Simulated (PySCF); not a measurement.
A structure optimised at PBE0-D3(BJ)/def2-TZVP, used in a PySCF frequency run:

```xyz
4

Bi    -0.0241    -0.2348     0.0000
H      1.7726    -0.4095     0.0000
F      0.0128     1.1054    -1.4887
F      0.0128     1.1054     1.4887
```
Charge 0, spin multiplicity 1.

**Question.** Write its SMILES, formula and point group.

**Answer.** [F][BiH][F], BiF2H, Cs

**Question.** What are its rotational constants (standard atomic weights)?

**Answer.** 8.2631, 5.7782, 3.5559 GHz
